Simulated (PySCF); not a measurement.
# Radial density of Mg (magnesium, neutral)

UHF, [Ne] 3s2, closed-shell 1S. All numbers are calculated (PySCF 2.14, the spin-free X2C one-electron Hamiltonian (Gaussian nucleus), in Sapporo-DZP-2012).

```json
{"r (bohr)": "0.00248", "4πr²ρ (e/bohr)": "0.07792"}
{"r (bohr)": "0.00417", "4πr²ρ (e/bohr)": "0.2150"}
{"r (bohr)": "0.00701", "4πr²ρ (e/bohr)": "0.5724"}
{"r (bohr)": "0.0118", "4πr²ρ (e/bohr)": "1.436"}
{"r (bohr)": "0.0198", "4πr²ρ (e/bohr)": "3.362"}
{"r (bohr)": "0.0334", "4πr²ρ (e/bohr)": "6.880"}
{"r (bohr)": "0.0561", "4πr²ρ (e/bohr)": "11.40"}
{"r (bohr)": "0.0944", "4πr²ρ (e/bohr)": "13.26"}
{"r (bohr)": "0.159", "4πr²ρ (e/bohr)": "9.641"}
{"r (bohr)": "0.267", "4πr²ρ (e/bohr)": "7.545"}
{"r (bohr)": "0.449", "4πr²ρ (e/bohr)": "10.93"}
{"r (bohr)": "0.756", "4πr²ρ (e/bohr)": "8.159"}
{"r (bohr)": "1.27", "4πr²ρ (e/bohr)": "1.945"}
{"r (bohr)": "2.14", "4πr²ρ (e/bohr)": "0.7048"}
{"r (bohr)": "3.60", "4πr²ρ (e/bohr)": "0.5097"}
{"r (bohr)": "6.05", "4πr²ρ (e/bohr)": "0.07469"}
{"r (bohr)": "10.2", "4πr²ρ (e/bohr)": "0.0008062"}
```

Densities and radii are taken from the X2C orbitals without a picture-change correction, which distorts them close to the nucleus.
